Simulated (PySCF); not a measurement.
Cost of excited-state runs on SMILES [BH3-][SiH2]C/C=C/Br, [C₃H₉BBrSi]-, charge -1

Geometry:
```tsv
atom	x (Å)	y (Å)	z (Å)
B1	-2.731	0.481	0.079
Si2	-0.790	0.805	0.148
C3	0.276	-0.854	0.119
C4	1.685	-0.534	0.252
C5	2.544	-0.502	-0.762
Br6	4.344	0.106	-0.557
H7	-3.094	-0.187	1.031
H8	-3.043	-0.096	-0.948
H9	-3.308	1.556	0.114
H10	-0.064	1.565	-0.921
H11	-0.149	1.485	1.320
H12	-0.070	-1.465	0.948
H13	0.064	-1.371	-0.815
H14	2.023	-0.247	1.240
H15	2.308	-0.736	-1.785
```

Total charge -1.

PySCF with density fitting, on 1 thread of an AMD EPYC, shared host. Command: `OMP_NUM_THREADS=1 python excited_run.py task.json out`

Problem. How long does this run take, and how much memory?
- magnetisability and related constants, B97-2/aug-pcSseg-1; isotopologues

Solution. 
| run | level | basis functions | wall time | peak memory (GiB) |
| --- | --- | --- | --- | --- |
| magnetisability and related constants | B97-2/aug-pcSseg-1 | 268 | 2.5 min | 1.1 |

Times from a shared host are rough.
